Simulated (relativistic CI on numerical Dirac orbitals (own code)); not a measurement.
**Radial parameters of Ag¹⁷⁺**

Calculated at this level of theory: Dirac-Coulomb-Breit CI, orbitals from a KLI potential per configuration, model QED (radiative potential, 1s self-energy scaled to tabulated hydrogen-like ionisation energies), unscaled Slater integrals (own radial code, finite nucleus).

Slater integrals F^k, G^k are unscaled and averaged over j, outside the closed core [Ar] 3d10; ζ comes from projecting the Hamiltonian with its Breit term on Σ l·s of the shell.

- 4s4p: G^1(4s,4p) = 165580, ζ(4p) = 41641 cm⁻¹; <r>(4s) = 0.7954, <r^2>(4s) = 0.7093, <r>(4p) = 0.8248, <r^2>(4p) = 0.767 (bohr units).
- 4p²: F^2(4p,4p) = 125770, ζ(4p) = 41562 cm⁻¹; <r>(4p) = 0.8257, <r^2>(4p) = 0.7685 (bohr units).
- 4s4d: G^2(4s,4d) = 119040, ζ(4d) = 4473.3 cm⁻¹; <r>(4s) = 0.7956, <r^2>(4s) = 0.7099, <r>(4d) = 0.8664, <r^2>(4d) = 0.8557 (bohr units).

Averages of the first 10 configurations, taken without configuration mixing, which lowers the lowest level and can move excited configurations by several eV; other configurations of the list can lie among them:

```json
{"Configuration": "4s²", "Parity": "even", "States": "1", "Average energy above the lowest level (eV)": "1.6"}
{"Configuration": "4s4p", "Parity": "odd", "States": "12", "Average energy above the lowest level (eV)": "41.9"}
{"Configuration": "4p²", "Parity": "even", "States": "15", "Average energy above the lowest level (eV)": "87.9"}
{"Configuration": "4s4d", "Parity": "even", "States": "20", "Average energy above the lowest level (eV)": "110.2"}
{"Configuration": "4d²", "Parity": "even", "States": "45", "Average energy above the lowest level (eV)": "221.2"}
{"Configuration": "4s4f", "Parity": "odd", "States": "28", "Average energy above the lowest level (eV)": "177.2"}
{"Configuration": "4p4d", "Parity": "odd", "States": "60", "Average energy above the lowest level (eV)": "153.7"}
{"Configuration": "4f²", "Parity": "even", "States": "91", "Average energy above the lowest level (eV)": "354.2"}
{"Configuration": "4p4f", "Parity": "even", "States": "84", "Average energy above the lowest level (eV)": "220.9"}
{"Configuration": "4s5s", "Parity": "even", "States": "4", "Average energy above the lowest level (eV)": "206.2"}
```
